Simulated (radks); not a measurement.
The numbers below are computed, except where a source is named.
Task: The mean radii <r> (bohr) of the occupied orbitals of an atom or ion are listed with their occupations. Code: a radial shooting solver on a logarithmic mesh with Libxc functionals. Model: Dirac Kohn-Sham, BLYP, spin-unpolarised, spherical densities, point nucleus.

orbital     occ.      <r>
1s1/2          2  0.02111
2s1/2          2  0.08921
2p1/2          2  0.07437
2p3/2          4  0.08143
3s1/2          2   0.2341
3p1/2          2   0.2238
3p3/2          4   0.2371
3d3/2          4   0.2096
3d5/2          6   0.2138
4s1/2          2   0.5299
4p1/2          2   0.5404
4p3/2          4   0.5711
4d3/2          4   0.6037
4d5/2          6   0.6146
5s1/2          2    1.300
5p1/2          2    1.467
5p3/2          4    1.571
4f5/2    4.28571   0.8591
4f7/2    5.71429   0.8776

Name the element and its charge. Open shells, if any, are shared by 2j + 1.

Result: Z = 66, dysprosium, charge +2: Dy2+ in [Xe] 4f10. The 1s radius gives Z: for a bare nucleus <r> = (2 gamma + 1)/(2Z) with gamma = sqrt(1 - (Z/c)^2), 0.02085 bohr for Z = 66, and screening makes it slightly larger (0.02111 here). The occupations add up to 64, and the charge is Z minus that.
